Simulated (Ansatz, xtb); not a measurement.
## Isomers of C3H5N3O in order of energy

3 gas-phase structures of C3H5N3O, from a drawn sample of its isomers (lower ones may exist). Each was relaxed with GFN2-xTB; where two conformers were screened, the lower at r2SCAN-D4/def2-SVP is listed:

A. `OCn1cncn1`, a singlet
B. `OCc1nc[nH]n1`, a singlet
C. `COc1cnn[nH]1`, a singlet

Question: Make a reasoned guess at their ranking by r2SCAN-D4/def2-SVP single-point energy.

Answer: Calculated order at r2SCAN-D4/def2-SVP: B (0.0), A (6.2), C (104.6) kJ/mol.

Energies above the lowest of each column, in kJ/mol; the last columns are at PBE-D3(BJ)/def2-SVP geometries and were run for some of them only (a dash: not run or not comparable):

| structure | GFN2-xTB | HF/STO-3G | r2SCAN-D4/def2-SVP | PBE-D3(BJ)/def2-SVP | CCSD(T)/def2-SVP + ΔMP2/def2-TZVPP |
| --- | --- | --- | --- | --- | --- |
| B | 17.6 | 9.3 | 0.0 | 0.0 | 0.0 |
| A | 0.0 | 0.0 | 6.2 | 7.3 | 3.2 |
| C | 70.5 | 37.3 | 104.6 | – | – |

CCSD(T)/def2-SVP + ΔMP2/def2-TZVPP has A and B within 1 kcal/mol of each other at the bottom, and every level picks one of them. Some further structures that were screened fall inside this span and aren't listed. Flexible structures stand in one conformer each, not always the lowest. Frequencies (GFN2-xTB) were run for A, B alone. ΔMP2 is the change of the MP2 energy from the smaller to the larger basis.

Programs: Ansatz 0.2.0, xtb 6.7.1.
